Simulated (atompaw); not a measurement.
**An all-electron radial function and its pseudo partner (thallium)**

Columns: radius, all-electron u(r) and pseudo u(r) of the 6s shell (level -9.83 eV) of thallium in the configuration [Xe] 4f14 5d10 6s2 6p1; LDA (PW92), scalar-relativistic, PAW (atompaw) scheme, atompaw 4.2.0.5.

```
r (bohr)  all-electron  pseudo
   0.087       -0.0514  0.0185
   0.173       -0.0843  0.0374
   0.260        0.1846  0.0580
   0.346        0.2049  0.0803
   0.433        0.0315  0.1053
   0.519       -0.1672  0.1329
   0.606       -0.3042  0.1639
   0.692       -0.3532  0.1977
   0.779       -0.3265  0.2350
   0.865       -0.2466  0.2746
   0.952       -0.1341  0.3171
   1.038       -0.0092  0.3608
   1.125        0.1182  0.4062
   1.212        0.2384  0.4519
   1.298        0.3454  0.4964
   1.385        0.4394  0.5398
   1.471        0.5176  0.5803
   1.558        0.5821  0.6177
   1.644        0.6324  0.6505
   1.731        0.6709  0.6784
   1.817        0.6981  0.7004
   1.904        0.7160  0.7163
   1.990        0.7255  0.7255
   2.077        0.7281  0.7281
   2.163        0.7248  0.7248
   2.250        0.7165  0.7165
```

(1) How many radial nodes do the two functions have?

(2) At about which radius was the pseudo-wave matched?

(3) Is the pseudo-wave norm-conserving?

Results:

(1) The all-electron 6s function has n − l − 1 = 5 (the table is too coarse to show those close to the nucleus); the pseudo-wave has 0, since the states of the same l below it are removed with the core.

(2) 2.00 bohr. The columns agree to 0.0005 from 1.90 bohr on; several derivatives are matched, so the curves merge somewhat inside the radius.

(3) No, it belongs to a PAW set: the norm inside the radius is not constrained, and the difference is carried by the augmentation charge.
